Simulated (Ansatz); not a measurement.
A structure relaxed at PBE-D4/def2-TZVP in Ansatz, charge 0, doublet:

```xyz
9

Li    1.743   -0.301   -0.458
Li    1.011    1.175    1.606
Li    0.031   -1.265    1.309
Li   -0.833    1.058   -0.211
Li   -0.973   -1.169   -1.595
H    -0.618    0.388    1.537
H     0.351   -1.514   -0.495
H     1.037    1.325   -0.199
H    -1.752    0.303   -1.495
```

(1) Give its formula.

(2) Summarise the bond lengths by kind (pairs closer than 1.2 times the sum of covalent radii, bridged metal pairs left out).

Answers

(1) the cluster Li₅H₄.

(2) 11 × H–Li 1.67 to 1.89 Å.

Another isomer (doublet) lies 0.21 eV lower at PBE0-D4/def2-TZVP; other spin states weren't run for this one.
